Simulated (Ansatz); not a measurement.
Computed with Ansatz on PBE0-D4/def2-TZVP structures; ΔE is electronic, products minus reactants. CCSD(T)/CBS adds triple-zeta CCSD(T) − MP2 to the extrapolated MP2 energy (def2 sets, frozen cores). Functionals use def2-TZVPP. Each species was taken in one conformer, which may not be the lowest.

`C[SiH](O)Cl` + `O[SiH](O)O[Si](O)(F)F` → `O[SiH](Cl)O[Si](O)(F)F` + `C[SiH](O)O`  (redistribution)

`C[SiH](O)Cl`:

```xyz
9

C     0.200   -0.781   -0.873
Si    0.091    0.183    0.705
O    -1.319    0.997    0.869
Cl    1.673    1.510    0.733
H     1.143   -1.331   -0.920
H    -0.623   -1.498   -0.935
H     0.151   -0.121   -1.742
H     0.194   -0.668    1.907
H    -1.510    1.709    0.257
```

`O[SiH](O)O[Si](O)(F)F`:

Cartesian coordinates in Å:
```
O -1.332 2.206 -1.041
Si -0.182 1.064 -1.082
O -0.782 -0.308 -1.728
O 0.366 0.714 0.435
Si 0.686 -0.526 1.381
O 0.453 -1.882 0.515
F -0.238 -0.522 2.659
F 2.164 -0.462 1.924
H -2.220 1.951 -0.786
H 0.939 1.637 -1.839
H -0.468 -1.136 -1.352
H 0.615 -2.737 0.914
```

`O[SiH](Cl)O[Si](O)(F)F`:

```xyz
11

O     1.893   -0.006    1.004
Si    0.951    1.251    0.604
Cl    1.590    2.138   -1.124
O    -0.593    0.766    0.350
Si   -1.351   -0.479   -0.312
O    -0.240   -1.620   -0.617
F    -2.465   -1.011    0.664
F    -2.099   -0.058   -1.632
H     1.814   -0.804    0.474
H     0.987    2.228    1.695
H    -0.487   -2.406   -1.107
```

`C[SiH](O)O`:

```xyz
10

C     0.618   -0.814    0.891
Si   -0.445    0.366   -0.061
O     0.571    1.568   -0.547
O    -1.214   -0.349   -1.329
H     1.436   -1.191    0.272
H     1.059   -0.319    1.759
H     0.033   -1.667    1.243
H    -1.564    0.917    0.744
H     0.180    2.312   -1.008
H    -0.675   -0.823   -1.964
```

| species | PBE0-D4 energy (Eh) |
| --- | --- |
| `C[SiH](O)Cl` | -865.82545 |
| `O[SiH](O)O[Si](O)(F)F` | -1081.90401 |
| `O[SiH](Cl)O[Si](O)(F)F` | -1466.18678 |
| `C[SiH](O)O` | -481.53884 |

(1) Work out ΔE.

Largest T1 diagnostic among the species: 0.012.

Results:

(1) ΔE = (-1466.18678) + (-481.53884) − (-865.82545) − (-1081.90401) = 0.00384 Eh = +2.4 kcal/mol. CCSD(T)/CBS gives +2.5 kcal/mol.
